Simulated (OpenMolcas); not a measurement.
3s2 3p2 along the 14-electron sequence

```
Program             : OpenMolcas 26.06
Method              : SS-CASPT2, IPEA 0.25 Eh, imaginary shift 0.1 Eh
Basis               : ANO-R2
Scalar Hamiltonian  : X2C, finite nucleus
Spin-orbit coupling : RASSI with atomic mean-field integrals over the reference wave functions, term energies averaged over their components
```

Active space for each ion: 2 electrons in 3 orbitals (3p); closed shells correlated by CASPT2: 2s 2p 3s.

Computed levels in cm-1 above 3P0:

```tsv
Level	Si	P+	S2+	Cl3+
3P1	67.1	148	272	453
3P2	196	425	766	1251
1D2	6650	8990	11460	13850
1S0	16370	22000	27840	33290
weight of 3P in the lowest level (%)	100	100	100	100
```

Measured, with the error of the calculation in %. Measured levels: Si, P+ from NIST Handbook of Basic Atomic Spectroscopic Data; S2+ from NIST levels in Podobedova, Kelleher and Wiese, J. Phys. Chem. Ref. Data 38, 171 (2009); Cl3+ from Moore, Atomic Energy Levels, vol. I, NSRDS-NBS 35 (1971 reprint of NBS Circular 467, 1949).

```json
{"Level": "3P1", "Si": "77.1 (-13.0)", "P+": "165 (-10.4)", "S2+": "299 (-9.1)", "Cl3+": "491 (-7.7)"}
{"Level": "3P2", "Si": "223 (-12.2)", "P+": "469 (-9.5)", "S2+": "833 (-8.0)", "Cl3+": "1341 (-6.7)"}
{"Level": "1D2", "Si": "6299 (+5.5)", "P+": "8882 (+1.2)", "S2+": "11323 (+1.2)", "Cl3+": "13766 (+0.6)"}
{"Level": "1S0", "Si": "15394 (+6.3)", "P+": "21576 (+2.0)", "S2+": "27161 (+2.5)", "Cl3+": "32550 (+2.3)"}
```

The fine-structure level 3P2 changes by a factor of 6.38 from Si to Cl3+. Its fourth root runs 3.74, 4.54, 5.26, 5.95, with steps per unit of Z of 0.80, 0.72, 0.69; equal steps would mean a (Z - σ)^4 law with constant σ.

1D2 changes by a factor of 2.08 over the same range, with steps per unit of Z of +2340, +2470, +2390 cm-1.

CASPT2 does not keep the components of a term degenerate, so their means are used; among the terms shown or strongly mixed into the levels shown the widest spread is 120 cm-1 (3s2 3p2 1D, Cl3+). With the s shell closed, the reference lacks s² → p² mixing. Computed and measured levels are paired by configuration, term and J; levels that our copy of the source lacks, or whose pairing is in doubt (as where it misses far off the trend of its configuration), stay unpaired and out of the deviations. Levels of configurations outside the active space are missing.
